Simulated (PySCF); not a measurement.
**ECD: `CC(=C=CF)C#N`, C5H4FN**

Geometry:
| atom | x (Å) | y (Å) | z (Å) |
| --- | --- | --- | --- |
| C1 | -2.062 | -0.827 | -0.055 |
| C2 | -0.967 | 0.198 | -0.183 |
| C3 | 0.317 | -0.093 | -0.277 |
| C4 | 1.583 | -0.383 | -0.427 |
| F5 | 2.432 | -0.519 | 0.586 |
| C6 | -1.367 | 1.581 | -0.204 |
| N7 | -1.726 | 2.683 | -0.220 |
| H8 | -1.643 | -1.840 | -0.054 |
| H9 | -2.623 | -0.668 | 0.879 |
| H10 | -2.775 | -0.729 | -0.888 |
| H11 | 2.047 | -0.536 | -1.408 |

Theory: TDDFT CAM-B3LYP/def2-TZVPD circular dichroism and optical rotation, one conformer, gas phase in PySCF. Geometry: PBE0-D3(BJ)/def2-SVP.

No stereocentre is labelled: unless the shape is locked (an allene, a helicene, a hindered biaryl), the mirror image is equally populated and a measured rotation or CD is zero.

**Question.** List the lowest 12 singlet excitations with oscillator and rotatory strengths.

**Answer.** Rotatory strengths R in 10⁻⁴⁰ esu² cm², velocity form and length form (origin at the centre of mass); f in length form.
| state | E (eV) | λ (nm) | f | R (velocity) | R (length) | main |
| --- | --- | --- | --- | --- | --- | --- |
| 1 | 4.63 | 268 | 0.0008 | +0.8 | +0.8 | HOMO→LUMO 0.97 |
| 2 | 6.12 | 203 | 0.312 | +19.4 | +19.5 | HOMO−1→LUMO 0.87 |
| 3 | 6.23 | 199 | 0.003 | -20.5 | -20.5 | HOMO−1→LUMO+1 0.57, HOMO−1→LUMO+2 0.30 |
| 4 | 6.48 | 191 | 0.0004 | +3.0 | +3.0 | HOMO−2→LUMO 0.86 |
| 5 | 7.27 | 170 | 0.136 | +16.0 | +16.2 | HOMO→LUMO+1 0.67, HOMO→LUMO+2 0.16 |
| 6 | 7.38 | 168 | 0.014 | -3.1 | -3.2 | HOMO−1→LUMO+2 0.42, HOMO−1→LUMO+1 0.24 |
| 7 | 7.49 | 166 | 0.389 | -25.7 | -26.0 | HOMO→LUMO+2 0.69, HOMO→LUMO+1 0.13 |
| 8 | 7.62 | 163 | 0.005 | -10.1 | -10.2 | HOMO−1→LUMO+7 0.42, HOMO−1→LUMO+2 0.13 |
| 9 | 7.77 | 159 | 0.331 | +7.1 | +7.1 | HOMO−3→LUMO 0.57 |
| 10 | 7.94 | 156 | 0.011 | +13.5 | +13.5 | HOMO−4→LUMO 0.91 |
| 11 | 8.31 | 149 | 0.008 | -0.6 | -0.5 | HOMO→LUMO+3 0.63, HOMO→LUMO+5 0.14 |
| 12 | 8.49 | 146 | 0.009 | +1.5 | +1.6 | HOMO→LUMO+4 0.55, HOMO−1→LUMO+3 0.14 |

Among the states computed, the strongest CD band (largest |R|) is state 7. The largest dissymmetry factor in size, g = 4R/(D+G), with D and G the electric and magnetic dipole strengths, is +0.069 for state 4 (velocity form, f = 0.0004), among bands with |R| over 0.5. The mirror image has the same energies and oscillator strengths and all R with the opposite sign.
